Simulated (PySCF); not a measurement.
**Shapes and spin states of CoI₂⁺**

These are results of PySCF, PBE0, basis Co def2-SVP, I def2-SVP with ECP28 (scalar-relativistic core potentials, no spin–orbit coupling, density fitting), not measurements.

Relaxations began from a few typed shapes and spin states; open shells are unrestricted. The search is not exhaustive: other isomers or separated fragments can lie lower, and high-lying points may rest on an excited occupation.

Task: Which is the lowest minimum found?
A. quintet D∞h: Co–I 2.397 Å (×2); I–Co–I 180.0°
B. singlet (closed shell, unstable to spin polarisation) D∞h: Co–I 2.310 Å (×2); I–Co–I 180.0°
C. quintet D∞h: Co–I 2.427 Å (×2); I–Co–I 180.0°
D. broken-symmetry Ms = 1 (⟨S²⟩ 2.79) C2v: Co–I 2.460 Å (×2); I–Co–I 86.6°
E. singlet (closed shell, unstable to spin polarisation) C2v: Co–I 2.298 Å (×2); I–Co–I 104.6°
F. broken-symmetry Ms = 1 (⟨S²⟩ 3.02) D∞h: Co–I 2.469 Å (×2); I–Co–I 180.0°

Result: C. The others lie at 0.1 (broken-symmetry Ms = 1 C2v), 3.4 (quintet D∞h), 16.6 (broken-symmetry Ms = 1 D∞h), 234.2 (singlet C2v), 261.8 (singlet D∞h, a saddle point) kJ/mol above it.

Formally Co is in oxidation state +3, d6, with 4 unpaired electrons (the high-spin count). The Mulliken spin on Co is 2.84. The polar-tensor charge on Co, 0.28, is far below the formal one.

For the lowest minimum: the spin densities have lower symmetry than the nuclear frame. Open d and f shells are described by one determinant, and the ground state may have another occupation or spin. Spin–orbit coupling, left out here, can matter for elements this heavy.

The electron or spin density has lower symmetry than the nuclear frame for the broken-symmetry Ms = 1 (⟨S²⟩ 3.02) D∞h at 16.6 kJ/mol.
